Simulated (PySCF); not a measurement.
**A survey of $^{33}$S NMR shifts**

Theoretical values (PySCF 2.14): coordinates at the GFN2-xTB level, shieldings: GIAO PBE0/pcSseg-1. No relativistic terms, one conformer, gas phase, one averaged value for each set of equivalent atoms.

Shieldings were converted by a linear fit to measured shifts: $^{33}$S: δ = 158.28 − 0.937σ (rms 33.3 ppm, 20 shifts vs sulfate, solution or neat liquid). A few per cent of atoms miss by over 2 rms, more outside the fitted compound classes.

(1) Give the $^{33}$S shifts of `C=C(C)[P@@H](=S)c1cccs1`.

(2) Order these by $^{33}$S shift, lowest first.
A. CS/C(=C\F)[C@H](C)CF
B. C#Cc1ccc(N)s1
C. NC(=S)CCC(F)(F)F
D. C=C[Si@@H](S)OC(C)C

Results:

(1) 
```csv
compound,environment,δ (ppm)
[CH2:1]=[C:2]([CH3:3])[P@@H:4](=[S:5])[c:6]1[cH:7][cH:8][cH:9][s:10]1,S10: aromatic ring sulfur,-91
[CH2:1]=[C:2]([CH3:3])[P@@H:4](=[S:5])[c:6]1[cH:7][cH:8][cH:9][s:10]1,S5: sulfur bonded to P,-603
```

(2) D (-505 ppm, sulfur bonded to Si, H), A (-299 ppm, sulfide sulfur), B (-110 ppm, aromatic ring sulfur), C (-2 ppm, thione sulfur).
